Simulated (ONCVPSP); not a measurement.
## carbon (C), ONCV: configuration errors across variants

```
Element                 : C
Generator               : ONCVPSP 4.0.1
Type                    : optimised norm-conserving Vanderbilt (ONCV)
Functional              : PBEsol
Relativity              : scalar-relativistic
Frozen core             : [He]
Valence charge          : 4
Reference configuration : 2s1.5 2p2.5
Partial waves           : 2s: rc 1.15 bohr, ncon 3, nbas 7, qcut 4.4 1/bohr, local; 2p: rc 2.15 bohr, ncon 3, nbas 6, qcut 8.2 1/bohr, 2 projectors, debl 2.1 Ha; d scattering state at 0.27 Ha: rc 2.15 bohr, ncon 5, nbas 9, qcut 4 1/bohr, 2 projectors, debl 2.2 Ha
Local potential         : the s channel
Core correction         : Teter function, fcfact 4, rcfact 1.8
```

All-electron excitation energies from the reference (eV): (1) 2s2 2p2 -4.210; (2) 2s2 2p1 6.578; (3) 2s2 2p0 30.597; (4) 2s1 2p2 15.291.

A true bound ghost makes a file unfit for plane-wave use even where its test errors are small: the radial tests pick states by their node count and pass the ghost by.

Errors AE − PS in meV (a dash: test not solved or not reliable):

```tsv
change	(1)	(2)	(3)	(4)	bound ghosts	GHOST(+) flags above zero
base	-1.0	+53	+337	+0.5	none	none
p: rc 1.98	-0.3	+41	+256	+0.8	none	none
d: nbas 8	-1.0	+53	+337	+0.5	none	none
core correction none	+0.9	+64	+400	+0.1	none	none
p: qcut 6	-2.6	+82	+514	0.0	none	none
s: nproj 1; local potential polynomial inside 1.05 bohr (lpopt 3, dvloc0 -1 Ha)	-1.8	+52	+335	+1.4	d	none
```

**Question.** Give the same row for: s: qcut 5.3; p: qcut 9.8; d: qcut 4.8.

**Answer.** -0.6, +46, +291, +0.6; bound ghosts: none; GHOST(+) flags above zero: none.
